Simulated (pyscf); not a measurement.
•H₂Si–CH₂–Cl (SMILES [SiH2]CCl) -> •H₂C–SiH₂–Cl (SMILES [CH2][SiH2]Cl), a group migration (doublet surface; C–Cl broken, Cl–Si formed). Single points on ωB97X-D3(BJ)/def2-SVP structures (PySCF, gas phase). MP2 and CC: frozen core, UHF for open shells. ΔMP2 is the change of the MP2 total energy from the triple- to the quadruple-zeta basis. Energies in kJ/mol from the reactant's lowest minimum found.

Small-basis levels: PySCF, no dispersion term, spherical d functions. Open shells are spin-unrestricted. 

### Question
In single points HF/STO-3G puts the saddle at 201.2 kJ/mol and the reaction energy at -159.9 kJ/mol. Should these be trusted to within a few kcal/mol? Compare with CCSD(T)/def2-TZVPP + ΔMP2(QZVPP).

### Answer
CCSD(T)/def2-TZVPP + ΔMP2(QZVPP) gives ΔE‡ = 87.9 kJ/mol and ΔE = -127.8 kJ/mol. HF/STO-3G lies 113.4 kJ/mol over it in the barrier and 32.1 kJ/mol under it in the reaction energy, so on this step it does not hold to within 12.6 kJ/mol. CCSD(T)/def2-TZVPP + ΔMP2(QZVPP) has limits of its own. •H₂Si–CH₂–Cl lies 178.0 kJ/mol over its isomer H₃C–SiH•–Cl (electronic energy, ωB97M-D3(BJ)). •H₂C–SiH₂–Cl lies 46.5 kJ/mol over its isomer H₃C–SiH•–Cl (electronic energy, ωB97M-D3(BJ)). This is the saddle that the search found; another between the same sides may lie lower. The CCSD(T) − MP2 part came from Ansatz, without density fitting, on the same reference.
